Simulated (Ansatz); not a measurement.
Stretching the Se3–H4 bond in CdFHSe (SMILES [F][Cd][SeH]) (multiplicity 1 held, fragments rigid). Energies count from the point at 1.473 Å.
Geometry at that point (charge 0, multiplicity 1):
```xyz
4

Cd     0.418    -0.540     0.290
F      1.523    -1.957     1.065
Se    -0.971     1.219    -0.706
H     -0.768     2.087     0.468
```

U- levels take the lowest unrestricted solution at each point, which mixes spins at long bonds. Active spaces are followed from a long bond inwards. Levels need not reach the same state.

Correlated levels freeze the cores. Filled d and f shells under p-block atoms count as core.

Programs: Ansatz (Gaussian basis) for Hartree–Fock, density functionals and correlated methods. Values without a source in brackets are computed. In def2 rows elements past Kr take small-core potentials, without spin–orbit coupling.

Task: What energy at R = 4.715 Å does FIC-MRCISD+Q on CASSCF(4,3)/def2-TZVPP give?

Result: 344 kJ/mol

Task: Give the energy at R = 4.715 Å at the level U-r2SCAN/def2-TZVPP.

Result: 348 kJ/mol

Task: Estimate the energy at R = 4.715 Å that U-HF/def2-TZVPP returns for this input.

Result: 243 kJ/mol

Doubts at one or more of the structures used: a spin-contaminated determinant (U-HF/def2-TZVPP, U-r2SCAN/def2-TZVPP); active orbitals that take no part (FIC-MRCISD+Q on CASSCF(4,3)/def2-TZVPP).

Ansatz is an electronic-structure program.
